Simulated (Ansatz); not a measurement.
`Cl[Si]1(I)CO1` + H–F → `F[Si]1(Cl)CO1` + HI at 500 K and 1 bar (ligand exchange at the Si–I bond).

Program: Ansatz. Geometries: PBE0-D4/def2-TZVP. ΔE: electronic, gas phase. CCSD(T)/CBS is the MP2 limit (def2-TZVPP, def2-QZVPP) plus CCSD(T) − MP2 in def2-TZVPP, frozen cores. This one scheme is used for every species. Elements past krypton have def2 core potentials. For I outer-core shells are correlated without core-valence functions, which leaves a few kJ/mol of doubt a bond.

| species | CCSD(T)/CBS energy (Eh) | H − E (kJ/mol) | S (J/(mol·K)) |
| --- | --- | --- | --- |
| `Cl[Si]1(I)CO1` | -1160.80102 | 128.2 | 402.2 |
| H–F | -100.39570 | 39.4 | 188.7 |
| `F[Si]1(Cl)CO1` | -963.17906 | 130.7 | 366.5 |
| HI | -298.03592 | 28.6 | 221.6 |

H − E and S are ideal-gas, rigid-rotor, harmonic terms from PBE0-D4/def2-TZVP, for one conformer and one mirror image of each species. 1 Eh = 2625.50 kJ/mol, R = 8.31446 J/(mol·K).

Question: By hand: ΔE, ΔH, ΔS and ΔG.

Answer: ΔE = (-963.17906) + (-298.03592) − (-1160.80102) − (-100.39570) = -0.01826 Eh = -47.9 kJ/mol. Δ(H − E) = 130.7 + 28.6 − 128.2 − 39.4 = -8.3, so ΔH = -56.2 kJ/mol. ΔS = 366.5 + 221.6 − 402.2 − 188.7 = -2.8 J/(mol·K). ΔG = -56.2 − 500 × (-2.8)/1000 = -54.8 kJ/mol.

Question: By hand: the equilibrium constant, and the temperature at which ΔG would vanish if ΔH and ΔS stayed fixed.

Answer: log₁₀ K = −ΔG/(RT ln 10) = 5.7. ΔG = 0 at ΔH/ΔS = 20071 K, far beyond where these terms or the molecules hold.

The number of gas molecules stays the same, so ΔS is small and ΔH decides. A doubt of 5 kJ/mol in ΔE shifts log₁₀ K by 0.5 here. Other conformers and mirror images would add mixing entropy, several J/(mol·K) or more a flexible species. These are equilibria of isolated gas molecules and say nothing of rates. Largest T1 diagnostic: 0.012 (customary marks: 0.02 for closed shells, 0.045 for open ones).
